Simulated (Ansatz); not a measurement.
Isolated molecules relaxed with PBE0-D4/def2-TZVP in Ansatz; ΔE leaves out vibrations. CCSD(T)/CBS adds triple-zeta CCSD(T) − MP2 to the extrapolated MP2 energy (def2 sets, frozen cores). This one scheme is used for every species. DFT in def2-TZVPP. B3LYP here is the variant with VWN-RPA as its local correlation; programs differ in this. One conformer a species, not always the lowest.

Reaction (ligand exchange at a B–O bond): `OBCO` + `O[SiH3]` → `OCBO[SiH3]` + H₂O

| level | ΔE (kJ/mol) | difference from CCSD(T)/CBS |
| --- | --- | --- |
| PBE0 | 14.7 | 8.3 |
| B3LYP | 13.4 | 7.0 |
| HF/def2-TZVPP | 4.7 | -1.7 |
| MP2/def2-TZVPP | 8.7 | 2.3 |
| SCS-MP2/def2-TZVPP | 7.7 | 1.3 |
| CCSD/def2-TZVPP | 7.6 | 1.2 |
| CCSD(T)/def2-TZVPP | 8.4 | 2.0 |
| MP2/def2-QZVPP | 7.2 | 0.8 |
| SCS-MP2/def2-QZVPP | 6.4 | 0.0 |
| CCSD/CBS(def2) | 5.6 | -0.8 |
| CCSD(T)/CBS | 6.4 | 0 |

Largest T1 diagnostic among the species: 0.012.

In def2-TZVPP, CCSD(T) changes the Hartree–Fock value by +3.7 kJ/mol (the triples alone add +0.8 kJ/mol) and MP2 by +4.0 kJ/mol. The D4 term adds −3.9 kJ/mol with B3LYP and −2.5 kJ/mol with PBE0; it sums over pairs of atoms, weighted by their polarisabilities, and B3LYP, whose exchange is more repulsive, gets the larger term. From PBE to PBE0 (25 % exact exchange), in def2-TZVPP and without D4, ΔE moves by −3.1 kJ/mol.
